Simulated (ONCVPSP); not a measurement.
## Hg, ONCV: configuration errors across variants

- Element: mercury
- Generator: ONCVPSP 4.0.1
- Type: optimised norm-conserving Vanderbilt (ONCV)
- Functional: PW91
- Relativity: scalar-relativistic
- Frozen core: [Kr] 4d10 4f14 5s2
- Valence charge: 18
- Reference configuration: 5p6 5d10 6s2
- Partial waves: 6s: rc 1.80 bohr, ncon 4, nbas 9, qcut 3.2 1/bohr, 2 projectors, debl 3.6 Ha; 5p: rc 1.60 bohr, ncon 4, nbas 8, qcut 7.6 1/bohr, 3 projectors, debl 2.5 Ha; 5d: rc 1.25 bohr, ncon 3, nbas 6, qcut 6.7 1/bohr, 2 projectors, debl 2.9 Ha
- Local potential: polynomial inside 1.10 bohr (lpopt 5, dvloc0 3 Ha)
- Core correction: polynomial model core, fcfact 0.5

All-electron excitation energies from the reference (eV): (1) 5p6 5d10 6s1 10.771; (2) 5p6 5d10 6s0 29.843; (3) 5p6 5d9 6s0 65.451; (4) 5p6 5d8 6s0 115.290.

A true bound ghost makes a file unfit for plane-wave use even where its test errors are small: the radial tests pick states by their node count and pass the ghost by.

Errors AE − PS in meV (a dash: test not solved or not reliable):

```csv
change,(1),(2),(3),(4),bound ghosts,GHOST(+) flags above zero
base,-12,-51,-16,+18,s,none
"local potential polynomial inside 1.10 bohr (lpopt 5, dvloc0 0 Ha)",-12,-51,-16,+18,s,s
"local potential polynomial inside 1.10 bohr (lpopt 5, dvloc0 2.5 Ha)",-12,-51,-16,+18,s,s
"local potential polynomial inside 1.10 bohr (lpopt 5, dvloc0 5 Ha)",-12,-51,-17,+18,s,none
"local potential polynomial inside 1.10 bohr (lpopt 5, dvloc0 6 Ha)",-12,-51,-17,+18,s,s
"local potential polynomial inside 1.10 bohr (lpopt 5, dvloc0 8.5 Ha)",-12,-51,-17,+17,s,"s, p"
```

**Question.** Give the same row for: local potential polynomial inside 1.10 bohr (lpopt 5, dvloc0 -2 Ha).

**Answer.** -12, -51, -16, +19; bound ghosts: s; GHOST(+) flags above zero: s, p.
